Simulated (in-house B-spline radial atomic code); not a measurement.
# The chromium ion Cr⁴⁺: [Ar] 3d2

Level of theory: Dirac-Kohn-Sham CAM-B3LYP, spherical fractional occupations, Fermi nucleus of rms radius 3.6452 fm; calculated with a radial B-spline atomic code at the basis-set limit.

Screening seen three ways: the hydrogenic charge with the same mean radius, Z_r = [3n² - l(l+1)]/(2<r>), the one with the same energy, Z_e = n√(-2ε), and Slater's rules. Values are occupation-weighted means over j.

| shell | electrons | ε (eV) | <r> (bohr) | Z_r | Z_e | Slater |
| --- | --- | --- | --- | --- | --- | --- |
| 1s | 2 | -5977.8 | 0.06355 | 23.60 | 20.96 | 23.70 |
| 2s | 2 | -744.55 | 0.2926 | 20.50 | 14.80 | 19.85 |
| 2p | 6 | -635.83 | 0.2596 | 19.26 | 13.67 | 19.85 |
| 3s | 2 | -139.28 | 0.8749 | 15.43 | 9.60 | 12.75 |
| 3p | 6 | -108.59 | 0.9168 | 13.63 | 8.48 | 12.75 |
| 3d | 2 | -55.756 | 1.04 | 10.10 | 6.07 | 5.65 |

The least bound orbital is 3d5/2 at -55.71 eV, and it is also the most diffuse (<r> = 1.04 bohr).

Spin-orbit splittings of the orbital energies (j = l + 1/2 above j = l - 1/2 when positive): 2p 8.68 eV, 3p 1.145 eV, 3d 0.1199 eV.

For the 1s electron the small component carries 0.742 % of the norm, the zero-frequency Breit interaction raises the level by 6.487 eV, self-energy by 3.135 eV, and vacuum polarisation lowers it by 0.2554 eV.

The density falls to 0.001 bohr⁻³ at 2.568 bohr; Σ<r²> = 11.015 bohr² gives, by the non-relativistic formula and without the paramagnetism of open shells, a Langevin diamagnetic susceptibility of -8.724×10⁻⁶ cm³/mol.

Caution: exact exchange at fractional occupations of open shells leaves self-interaction of up to several eV.
